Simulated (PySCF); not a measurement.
Cl2H5NSi2, SMILES [SiH3]N[SiH](Cl)Cl.

The structure is a stationary point at PBE-D3(BJ)/def2-SVP. One conformer was computed; it need not be the lowest.

All values below come from B3LYP/def2-TZVP in PySCF.

Isolated molecule, no solvent.

Computed frontier levels, gap, dipole moment and polarisability:
The highest occupied level is -7.85 eV and the lowest empty level is -0.27 eV. The orbital gap is 7.57 eV and the dipole moment is 2.05 D. The quadrupole, principal values (traceless, Buckingham form, about the centre of nuclear charge) is -4.95, 0.30, 4.66 D·Å. The mean static polarisability comes out as 80.3 bohr³ (11.89 Å³) and the polarisability, principal values is 70.8, 79.5, 90.5 bohr³.
